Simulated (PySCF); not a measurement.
C₂H₆ClFSi. Atoms are numbered in the order given.

```xyz
11

F     -1.1127    -1.3795     0.3633
C     -0.9768    -0.2678    -0.4227
Cl    -1.1136     1.2120     0.6238
C      0.3534    -0.2923    -1.1470
Si     1.9093    -0.2329    -0.0322
H     -1.8504    -0.2196    -1.1062
H      0.3988     0.5573    -1.8591
H      0.3877    -1.2235    -1.7532
H      1.7645    -1.1547     1.1429
H      3.0706    -0.6908    -0.8730
H      2.1842     1.1637     0.4425
```

Geometry optimised at PBE-D3(BJ)/def2-SVP. The structure was generated by enumeration; whether it is a known compound was not checked. One conformer was computed; it need not be the lowest.

Computed with PBE/def2-TZVP (PySCF).

Atomic charges (e):

```csv
atom,Löwdin,Mulliken
F1,0.16,-0.16
C2,-0.62,0.13
Cl3,0.30,…
C4,-0.42,…
Si5,0.23,…
H6,0.13,…
H7,0.16,0.13
H8,0.16,0.13
H9,-0.02,0.00
H10,-0.03,-0.03
H11,-0.03,-0.01
```

**Question.** Some entries are withheld; supply them. (Estimate from the structure and the level; the computed values follow.)

**Answer.** 
- Cl3, Mulliken: -0.13
- C4, Mulliken: -0.30
- Si5, Mulliken: 0.12
- H6, Mulliken: 0.12

Computed Mayer and Wiberg (Löwdin basis) orders of the bonds:
```csv
bond,Mayer,Wiberg
F1–C2,1.09,1.72
C2–Cl3,1.08,1.58
C2–C4,1.01,1.31
C4–Si5,0.97,1.14
C2–H6,0.95,0.87
C4–H7,0.92,0.83
C4–H8,0.92,0.83
Si5–H9,0.95,0.96
Si5–H10,0.94,0.95
Si5–H11,0.95,0.96
```
